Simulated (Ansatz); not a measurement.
Reactions of CH4MgS2, SMILES `C[S][Mg][SH]`.

Computed with Ansatz on PBE0-D4/def2-TZVP structures; ΔE is electronic, products minus reactants. CCSD(T)/CBS adds triple-zeta CCSD(T) − MP2 to the extrapolated MP2 energy (def2 sets, frozen cores). This one scheme is used for every species. Elements past krypton have def2 core potentials. For Li, Mg, Se, Sn, Ti outer-core shells are correlated without core-valence functions, which leaves a few kJ/mol of doubt a bond. Scalar relativity is left out up to krypton. Each species was taken in one conformer, which may not be the lowest.

Order these by ΔE at CCSD(T)/CBS, lowest first. (Estimate.)
A. `C[S][Mg][SH]` + `[OH][Ti]([F])([Cl])[Cl]` → `[F][Mg][SH]` + `C[S][Ti]([OH])([Cl])[Cl]`
B. `C[S][Mg][SH]` + `[Li][N](C)C` → `C[N](C)[Mg][SH]` + `[Li][S]C`
C. `C[S][Mg][SH]` + `C[Si]N` → `[NH2][Mg][SH]` + `C[Si]SC`
D. `C[S][Mg][SH]` + `[SeH][SnH3]` → `C[S][MgH]` + `[SH][SnH2][SeH]`

B (-25.9 kJ/mol), A (-12.0 kJ/mol), C (+47.2 kJ/mol), D (+69.8 kJ/mol).

Largest T1 diagnostic: 0.025, for `C[S][Ti]([OH])([Cl])[Cl]`, so its coupled-cluster energy is less sure.
